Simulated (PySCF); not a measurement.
## C5H6O2Si: core ionisation energies

C5H6O2Si.
Atom-mapped SMILES: `[O:1]=[CH:2][O:3][C:4]1=[CH:5][SiH2:6][CH:7]=[CH:8]1`

Geometry (PBE0-D3(BJ)/def2-SVP, Å), atoms numbered from 1 in this order:
```
atom  x, y, z in Å
O1     3.4926    1.2069    0.5688
C2     3.3482    0.0485    0.3266
O3     2.1870   -0.6209    0.2194
C4     0.9512   -0.0422    0.3867
C5     0.6342    1.2387    0.6705
Si6   -1.2318    1.2886    0.7436
C7    -1.3993   -0.5425    0.3644
C8    -0.1494   -1.0208    0.2211
H9     4.1711   -0.6738    0.1505
H10    1.3800    2.0172    0.8065
H11   -1.7804    1.6734    2.0797
H12   -1.8516    2.1706   -0.2923
H13   -2.2813   -1.1773    0.2641
H14    0.1094   -2.0606   -0.0047
```

Theory: delta-SCF UKS SCAN, pcX-2 on the ionised atom, pcseg-1 elsewhere, spin-free X2C (PySCF). Each binding energy is the total energy of the core-ionised species, with the hole localised on one atom, minus that of the ground state; both are solved self-consistently, so orbital relaxation is included.

**Question.** Give the core binding energies atom by atom.

**Answer.** 
```tsv
atom(s)	environment	level	binding energy (eV)	2p1/2 (eV)	above the level's lowest (eV)	count
Si6	SiH2 silicon	Si 2p3/2	106.69	107.31	0.00	1
C5	alkene CH carbon	C 1s	289.55	–	0.00	1
C7	alkene CH carbon	C 1s	289.90	–	+0.35	1
C8	alkene CH carbon	C 1s	290.89	–	+1.34	1
C4	vinylic carbon bearing oxygen	C 1s	292.46	–	+2.91	1
O1	ester carbonyl oxygen	O 1s	538.21	–	0.00	1
O3	ester single-bonded oxygen	O 1s	540.04	–	+1.83	1
Si6	SiH2 silicon	Si 1s	1846.47	–	0.00	1
```

Lowest listed C 1s: C5, bonded to C (double bond), H and Si. Highest, 2.91 eV above it: C4, bonded to O, C (double bond) and C. The widest gap between neighbouring values is 1.57 eV, between 290.89 and 292.46 eV. Summing the Pauling electronegativity differences to the bonded atoms, each weighted by its formal bond order, gives -1.00 for the lowest site and +0.89 for the highest; no listed site has a larger sum than the highest.

Lowest listed O 1s: O1, bonded to C (double bond). Highest, 1.83 eV above it: O3, bonded to 2 C.

**Question.** What is the longest wavelength that can ionise Si 2p3/2 of Si6 vertically?

**Answer.** λ = hc/E = 12398.42 eV Å / 106.69 eV = 116.210 Å.

The list is incomplete; no value stands for C 1s of C2 (hole states with ⟨S²⟩ of 1 or more are left out). The unrestricted hole states depart most from a pure doublet (⟨S²⟩ = 0.75; over 0.85 named) for O 1s of O1 (0.97), C 1s of C4 (0.92) and C 1s of C8 (0.92), which makes these values less certain. The 2p values aren't plain energy differences: one relaxed spin-free 2p hole is combined with a matrix within the shell (ground-state 2p orbital-energy differences and spin–orbit coupling). 2p3/2, the mean of its two sublevels, lies a third of the splitting below the shell's mean and 2p1/2 two thirds above it; the statistical areas are 2:1. 2p1/2 minus 2p3/2 (ligand field included): Si 0.62 eV. One conformer (not necessarily the lowest) at the PBE0-D3(BJ)/def2-SVP geometry, without solvent, vibrations or thermal averaging.
